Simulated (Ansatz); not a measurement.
Species: H4ClSi, SMILES `[SiH3][ClH+]` with one electron removed (charge 2, multiplicity 2).

Question: Give a relaxed geometry from r2SCAN-D4/def2-TZVP in Ansatz (a quantum-chemistry and plane-wave program).

Answer: the end point of this relaxation (outside a Z-matrix the atoms follow the SMILES, hydrogens last).
Cartesian coordinates (Å) in one orientation:
```xyz
6

Si    -0.500    -0.162    -0.139
Cl     1.449     0.544     0.496
H     -1.373    -0.094     1.196
H     -0.422    -1.230    -1.152
H     -1.398     1.163    -0.143
H      2.240    -0.209    -0.256
```
